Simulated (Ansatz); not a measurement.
Basis sets compared for Mn(NH2)2 (MnN2H4). Total charge 0; sextet. Geometry r2SCAN-D4/def2-TZVP. Ansatz on 4 threads of AMD EPYC 7571 on a shared host; times are rough, and most runs start from earlier orbitals.

```xyz
7

Mn    0.003    0.000    0.001
N    -0.546   -0.313    1.775
H    -0.201   -1.042    2.385
H    -1.236    0.219    2.288
N     0.547    0.312   -1.775
H     1.305    0.912   -2.070
H     0.128   -0.088   -2.604
```

The 6-31G sets use Cartesian d functions.

Binding counts from free atoms (Mn sextet, N quartet, H doublet) in the same basis, without a counterpoise term.

```tsv
level	functions	energy (Eh)	HOMO (eV)	LUMO (eV)	binding per atom (eV)	wall time
HF/STO-3G	32	-1247.5168	-6.08	6.87	2.19	0.3 s
HF/6-31G	55	-1260.9412	-9.06	1.48	1.77	0.65 s
HF/def2-TZVP	131	-1261.1416	-9.33	1.28	1.91	1.8 s
PBE-D4/def2-SVP	79	-1262.3240	-3.95	-2.43	3.25	2.6 s
PBE-D4/def2-TZVP (with forces)	131	-1262.6317	-4.49	-2.78	3.29	3.4 s
r2SCAN-D4/def2-TZVP	131	-1262.9229	-4.83	-1.96	3.17	6 s
PBE0-D4/def2-SVP	79	-1262.3591	-5.55	-1.30	3.09	2.5 s
PBE0-D4/def2-TZVP	131	-1262.6583	-6.00	-1.54	3.13	4.2 s
```

Q: Estimate the rows for PBE-D4/def2-TZVPD, r2SCAN-D4/def2-TZVPD, PBE0-D4/def2-TZVPD.

A: 
| level | functions | energy (Eh) | HOMO (eV) | LUMO (eV) | binding per atom (eV) | wall time |
| --- | --- | --- | --- | --- | --- | --- |
| PBE-D4/def2-TZVPD | 158 | -1262.6375 | -4.73 | -2.95 | 3.31 | 3.9 s |
| r2SCAN-D4/def2-TZVPD | 158 | -1262.9271 | -5.01 | -2.13 | 3.18 | 8 s |
| PBE0-D4/def2-TZVPD | 158 | -1262.6631 | -6.17 | -1.69 | 3.15 | 5 s |
